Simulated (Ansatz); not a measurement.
Compare A (`[AlH2][O]C[SiH2][SiH3]`) with its isomer B (`C[O][AlH][SiH2][SiH3]`).

Program: Ansatz. Geometries: PBE0-D4/def2-TZVP. ΔE: electronic, gas phase. CCSD(T)/CBS is the MP2 limit (def2-TZVPP, def2-QZVPP) plus CCSD(T) − MP2 in def2-TZVPP, frozen cores. DFT in def2-TZVPP. B3LYP here is the variant with VWN-RPA as its local correlation; programs differ in this. Each species was taken in one conformer, which may not be the lowest.

A:

Z-matrix (Å, degrees):
```
C
O 1 1.405
Si 1 1.897 2 110.3
H 1 1.100 2 112.1 3 121.9
H 1 1.097 2 109.4 3 -120.3
Al 2 1.691 1 133.5 3 -108.1
Si 3 2.343 1 111.5 2 179.4
H 3 1.492 1 108.2 2 58.9
H 3 1.488 1 109.7 2 -58.7
H 6 1.576 2 116.1 1 177.2
H 6 1.584 2 118.3 1 -3.2
H 7 1.489 3 110.5 1 60.4
H 7 1.489 3 110.5 1 -59.3
H 7 1.488 3 110.7 1 -179.5
```

B:

```xyz
14

C     1.520    1.237    1.456
O     1.542    1.636    0.117
Al    0.516    1.386   -1.200
Si   -1.477    0.010   -0.819
Si   -0.864   -2.187   -0.291
H     2.406    0.637    1.684
H     1.529    2.115    2.110
H     0.633    0.638    1.704
H     0.971    2.038   -2.565
H    -2.276    0.534    0.329
H    -2.375   -0.023   -2.009
H    -2.043   -3.068   -0.069
H    -0.035   -2.188    0.945
H    -0.046   -2.766   -1.392
```

(1) Which is lower in electronic energy at CCSD(T)/CBS, and by how much? (An estimate is asked.)

(2) Give E(B) − E(A) in kcal/mol with ωB97M-V, B3LYP, MP2/def2-TZVPP, HF/def2-TZVPP, B3LYP-D4, CCSD/def2-TZVPP, PBE-D4. (An estimate is asked.)

Largest T1 diagnostic: 0.014.

Results:

(1) The calculation gave: B, by 8.5 kcal/mol.

(2) Ansatz gave: ωB97M-V -6.9, B3LYP -8.2, MP2/def2-TZVPP -7.5, HF/def2-TZVPP -7.1, B3LYP-D4 -8.0, CCSD/def2-TZVPP -8.5, PBE-D4 -10.7. None reverses the order clearly.
